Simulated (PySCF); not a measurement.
Predicted microwave data (PBE0/pcSseg-1 in PySCF (dipole) on a GFN2-xTB geometry, gas phase) for one isomer of C8H12O3:

```
Rotational constants : A = 1985, B = 1023, C = 899.9 MHz
Dipole components    : |μa| = 0.94 D, |μb| = 0.22 D, |μc| = 2.36 D
Inertial defect      : -186.89 u·Å²
κ                    : -0.77
```

**Question.** Which structure is it? (One computed conformer of each.)
A. `[CH3:1][O:2][C:3](=[O:4])[C@H:5]1[CH2:6][CH2:7][CH2:8][C:9](=[O:10])[CH2:11]1` with C1–O2–C3–O4 0°, O2–C3–C5–C6 112°, C3–C5–C6–C7 177°, C5–C6–C7–C8 -59°, C6–C7–C8–C9 56°, C7–C8–C9–O10 127°
B. `[CH3:1][C@@:2]1([O:3][CH:4]=[O:5])[CH2:6][C@@H:7]2[CH2:8][CH2:9][C@H:10]1[O:11]2` with C1–C2–O3–C4 -68°, C2–O3–C4–O5 -2°
C. `[CH3:1][CH2:2][C:3]#[C:4][C:5](=[O:6])[O:7][CH2:8][O:9][CH2:10][CH3:11]` with C4–C5–O7–C8 177°, C5–O7–C8–O9 -105°, O7–C8–O9–C10 68°, C8–O9–C10–C11 65°
D. `[CH2:1]=[CH:2][CH2:3][C@@H:4]1[O:5][CH2:6][C@@H:7]1[O:8][C:9]([CH3:10])=[O:11]` with C1–C2–C3–C4 -135°, C2–C3–C4–O5 177°, C6–C7–O8–C9 162°, C7–O8–C9–C10 179°

**Answer.** B. It is C[C@@]1(OC=O)C[C@@H]2CC[C@H]1O2, an asymmetric top, point group C1. The candidates at the same level (rigid rotor, commonest isotopes):

```json
{"SMILES": "C[C@@]1(OC=O)C[C@@H]2CC[C@H]1O2", "A (MHz)": "1985", "B (MHz)": "1023", "C (MHz)": "899.9", "μa (D)": "0.94", "μb (D)": "0.22", "μc (D)": "2.36", "Δ (u·Å²)": "-186.89", "point group": "C1", "rotor": "asymmetric top"}
{"SMILES": "CCC#CC(=O)OCOCC", "A (MHz)": "2479", "B (MHz)": "419.9", "C (MHz)": "402.0", "μa (D)": "2.23", "μb (D)": "0.11", "μc (D)": "0.90", "Δ (u·Å²)": "-150.21", "point group": "C1", "rotor": "near-prolate asymmetric top"}
{"SMILES": "C=CC[C@@H]1OC[C@@H]1OC(C)=O", "A (MHz)": "1462", "B (MHz)": "969.1", "C (MHz)": "691.3", "μa (D)": "0.94", "μb (D)": "0.34", "μc (D)": "1.46", "Δ (u·Å²)": "-136.11", "point group": "C1", "rotor": "asymmetric top"}
{"SMILES": "COC(=O)[C@H]1CCCC(=O)C1", "A (MHz)": "2333", "B (MHz)": "611.1", "C (MHz)": "551.3", "μa (D)": "2.15", "μb (D)": "2.38", "μc (D)": "0.75", "Δ (u·Å²)": "-126.88", "point group": "C1", "rotor": "near-prolate asymmetric top"}
```

`COC(=O)[C@H]1CCCC(=O)C1` has B 40 % too low; `C=CC[C@@H]1OC[C@@H]1OC(C)=O` has A 26 % too low; `CCC#CC(=O)OCOCC` has B 59 % too low. No structure here is proved a minimum.
